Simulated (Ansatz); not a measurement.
## A geometry optimisation of BFHNO+ with B3LYP/6-31G*

The starting geometry of this gas-phase doublet was optimised with GFN2-xTB; its bonds are those of `O=[NH+][B]F`.

```xyz
5

B     0.4690    0.1320   -0.4077
F     0.5081    1.0980    0.3571
N     0.5805   -0.7500   -1.4395
O     0.2414   -1.9132   -1.7013
H     1.1156   -0.2714   -2.2272
```

Question: Predict what it relaxes into with B3LYP/6-31G*.

Answer: A new bond forms, giving a structure given below by its coordinates. Distances that change by over a tenth: N3–O4 (1.24 → 1.39 Å). Contacts that close: B1–O4 (2.43 → 1.42 Å).

The energy falls by 1.26 eV over 16 steps:

| step | E − E(last) (eV) |
| --- | --- |
| 1 | 1.258 |
| 3 | 1.019 |
| 4 | 0.969 |
| 6 | 0.850 |
| 8 | 0.765 |
| 9 | 0.584 |
| 11 | 0.026 |
| 13 | 0.001 |
| 14 | 0.001 |
| 16 | 0.000 |

Final geometry (Å):

```xyz
5

B     0.4097   -0.0714   -0.4577
F     0.2635    0.6824    0.5422
N     0.8706   -0.3820   -1.7591
O     0.1604   -1.3383   -1.0391
H     1.2103   -0.5952   -2.7049
```

Frequencies at the end are all real (lowest 287 cm⁻¹). Open shells are spin-unrestricted. Run with Ansatz 0.2.0, 49 s on 1 thread of Arm Neoverse V1, with other jobs on the host.
